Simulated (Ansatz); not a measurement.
Wavefunction ladder for `O[SiH](S)CF`

```xyz
10

O    -1.068   -0.842    1.426
Si   -0.039   -0.784    0.150
S    -1.031   -0.926   -1.733
C     0.959    0.822    0.126
F     0.156    1.885   -0.290
H    -1.933   -0.443    1.317
H     0.879   -1.933    0.312
H    -1.075    0.412   -1.871
H     1.343    1.061    1.123
H     1.808    0.747   -0.561
```

Total charge 0; spin multiplicity 1. The geometry is a stationary point of PBE0-D4/def2-TZVP. It is one conformer, not always the lowest. Frozen core, restricted reference, Ansatz 0.2.0. CBS rows extrapolate triple and quadruple zeta; past MP2 they add the triple-zeta difference.

```tsv
basis	HF (Eh)	MP2 corr.	CCSD corr.	(T)	CCSD(T) total
def2-SVP	-901.22294	-0.73472	-0.78275	-0.01808	-902.02377
def2-TZVPP	-901.74064	-0.95816	-0.99986	-0.03698	-902.77748
def2-QZVPP	-901.77098	-1.03955	–	–	–
CBS(def2)	-901.77516	-1.09984	-1.14155	as TZ	-902.95369
```
